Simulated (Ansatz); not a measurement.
Consider the formal exchange of groups at the Si–Se bond: `C[Si](C)(F)[SeH]` + `COCC#N` → `C[Si](C)(F)C#N` + `COC[SeH]`.

Gas-phase electronic energies from Ansatz, PBE0-D4/def2-TZVP geometries. CBS: MP2 limit from def2 TZ/QZ plus the TZ coupled-cluster correction, frozen cores. This one scheme is used for every species. DFT in def2-TZVPP. B3LYP here is the variant with VWN-RPA as its local correlation; programs differ in this. For Se outer-core shells are correlated without core-valence functions, which leaves a few kJ/mol of doubt a bond. Scalar relativity is left out up to krypton. Each species was taken in one conformer, which may not be the lowest.

| level | ΔE (kcal/mol) | difference from CCSD(T)/CBS |
| --- | --- | --- |
| PBE-D4 | 9.5 | 0.5 |
| r2SCAN-D4 | 9.4 | 0.4 |
| PBE0-D4 | 10.7 | 1.7 |
| B3LYP-D4 | 8.8 | -0.2 |
| ωB97X-V | 9.7 | 0.7 |
| ωB97M-V | 9.3 | 0.3 |
| B2PLYP | 8.3 | -0.7 |
| PBE | 9.2 | 0.2 |
| r2SCAN | 9.3 | 0.3 |
| PBE0 | 10.5 | 1.5 |
| B3LYP | 8.4 | -0.6 |
| HF/def2-TZVPP | 10.5 | 1.5 |
| MP2/def2-TZVPP | 8.6 | -0.4 |
| SCS-MP2/def2-TZVPP | 8.0 | -1.0 |
| CCSD/def2-TZVPP | 8.7 | -0.3 |
| CCSD(T)/def2-TZVPP | 8.2 | -0.8 |
| HF/def2-QZVPP | 10.3 | 1.3 |
| MP2/def2-QZVPP | 9.0 | 0.0 |
| SCS-MP2/def2-QZVPP | 8.4 | -0.6 |
| HF/CBS(def2) | 10.3 | 1.3 |
| MP2/CBS(def2) | 9.4 | 0.4 |
| CCSD/CBS(def2) | 9.5 | 0.5 |
| CCSD(T)/CBS | 9.0 | 0 |

Largest T1 diagnostic among the species: 0.012.

In def2-TZVPP, CCSD(T) changes the Hartree–Fock value by −2.2 kcal/mol (the triples alone add −0.5 kcal/mol) and MP2 by −1.9 kcal/mol. From PBE to PBE0 (25 % exact exchange), in def2-TZVPP and without D4, ΔE moves by +1.3 kcal/mol.
